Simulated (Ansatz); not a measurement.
`CB(C)F` + H₂O → `CB(C)O` + H–F  (formal hydrolysis of a B–F bond)

Gas-phase electronic energies from Ansatz, PBE0-D4/def2-TZVP geometries. CBS: MP2 limit from def2 TZ/QZ plus the TZ coupled-cluster correction, frozen cores. This one scheme is used for every species. DFT in def2-TZVPP. One conformer a species, not always the lowest.

`CB(C)F`:

Cartesian coordinates in Å:
```
C -0.442 -0.859 -1.009
B -0.427 0.354 -0.024
C 0.697 0.647 1.021
F -1.456 1.208 -0.078
H 0.055 -1.741 -0.600
H 0.129 -0.574 -1.902
H -1.447 -1.126 -1.343
H 0.439 0.120 1.949
H 0.779 1.707 1.271
H 1.673 0.265 0.714
```

H₂O:

Z-matrix (Å, degrees):
```
O
H 1 0.960
H 1 0.960 2 105.1
```

`CB(C)O`:

Cartesian coordinates in Å:
```
C -0.115 -1.328 0.672
B -0.048 0.203 0.334
C 0.186 0.724 -1.135
O -0.199 1.071 1.374
H -0.071 -1.529 1.744
H -1.057 -1.743 0.294
H 0.678 -1.891 0.172
H 0.019 1.797 -1.269
H 1.220 0.515 -1.431
H -0.441 0.190 -1.855
H -0.171 1.991 1.100
```

H–F:

Cartesian coordinates in Å:
```
F -0.067 0.276 0.362
H 0.067 -0.276 -0.362
```

| level | ΔE (eV) |
| --- | --- |
| CAM-B3LYP-D4 | 0.16 |
| HF/CBS(def2) | 0.25 |

Task: What does CCSD(T)/CBS give? (Estimate.)

Result: Ansatz gave: +0.12 eV. The listed levels differ from it by 0.04, 0.13 eV.

Largest T1 diagnostic among the species: 0.011.

The D4 term adds −0.03 eV with B3LYP and −0.02 eV with PBE0; it sums over pairs of atoms, weighted by their polarisabilities, and B3LYP, whose exchange is more repulsive, gets the larger term. In def2-TZVPP, CCSD(T) changes the Hartree–Fock value by −0.13 eV (the triples alone add −0.02 eV) and MP2 by −0.16 eV. Leaving LDA and LC-ωPBE aside and taking each functional with its dispersion term where it has one, the values, not all of them listed here, spread over 0.09 eV, from revPBE-D4 to B97M-V. LDA lies −0.05 eV from PBE without D4.

B3LYP here is the variant with VWN-RPA as its local correlation; programs differ in this.
